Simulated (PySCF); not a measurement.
## H2IrO: from structure and modes to constants

Computed with PySCF, UPBE0, basis Ir def2-TZVP with ECP60, O def2-TZVP, H def2-TZVP (scalar-relativistic core potentials, no spin–orbit coupling, density fitting).

The doublet minimum has Cs symmetry. Masses (u): Ir 192.96292, O 15.99492, H 1.00782.

```xyz
4
charge 0 multiplicity 2, angstrom
Ir   -0.0075    0.1218    0.0000
O     0.0001   -1.5657    0.0000
H     0.6923    0.7707   -1.2497
H     0.6923    0.7707    1.2497
```

Harmonic wavenumbers (cm⁻¹): 437.0 (a', ×1), 527.9 (a'', ×1), 778.1 (a', ×1), 990.9 (a', ×1), 2295.9 (a'', ×1), 2310.5 (a', ×1).

**Question.** Find the principal moments of inertia and the rotational constants. What kind of rotor is it?

**Answer.** About the centre of mass I = 4.106, 44.244, 46.434 u Å². With B = 16.8576/I this gives 4.106, 0.381, 0.363 cm⁻¹. The molecule is an asymmetric top with κ = -0.99.

**Question.** What is the harmonic zero-point energy?

**Answer.** Half the sum of all 6 wavenumbers, 7340/2 = 3670 cm⁻¹, which is 43.9 kJ/mol (1 cm⁻¹ = 0.0119627 kJ/mol).

**Question.** Give the standard entropy (298.15 K, 1 bar) by its translational, rotational, vibrational and spin parts, and Cp.

**Answer.** Sackur–Tetrode with M = 210.97 u gives 175.6; rotation with symmetry number 1 gives 86.1; vibration 7.3; spin R ln 2 = 5.8. The total is 274.8 J/(mol K), and Cp = 4 R + 15.3 = 48.6 J/(mol K).

Only a few start shapes were tried, so a lower isomer may exist. With open d or f shells other occupations or spin states may lie lower. With an element this heavy the missing spin–orbit coupling can shift these numbers.
